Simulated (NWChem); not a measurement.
System: chlorobenzene (C₆H₅Cl); SMILES Clc1ccccc1

Here is an NWChem input.

```
start job
memory heap 200 mb stack 900 mb global 1100 mb
geometry units angstroms noautoz
  Cl     0.000000     0.000000    -2.250949
  C      0.000000     0.000000    -0.516681
  C      0.000000     1.213818     0.169958
  C      0.000000     1.205742     1.563497
  C      0.000000     0.000000     2.263872
  C      0.000000    -1.205742     1.563497
  C      0.000000    -1.213818     0.169958
  H      0.000000     2.151099    -0.389149
  H      0.000000     2.155101     2.104678
  H      0.000000     0.000000     3.356153
  H      0.000000    -2.155101     2.104678
  H      0.000000    -2.151099    -0.389149
end
basis spherical
  * library def2-svp
end
dft
  xc b3lyp
  iterations 150
  mulliken
end
task dft energy
```

All runs use the structure optimised with PBE0/def2-SVP. B3LYP is NWChem's, with the RPA form of VWN correlation.

### Question
Give the results of this calculation. (B3LYP/def2-SVP.) Quantities: basis functions; energy (Ha); highest occupied level (eV); orbital gap (eV); dipole (D).

### Answer
- number of basis functions = 127
- energy (Ha) = -691.55
- highest occupied level (eV) = -6.77
- orbital gap (eV) = 6.21
- dipole (D) = 1.46
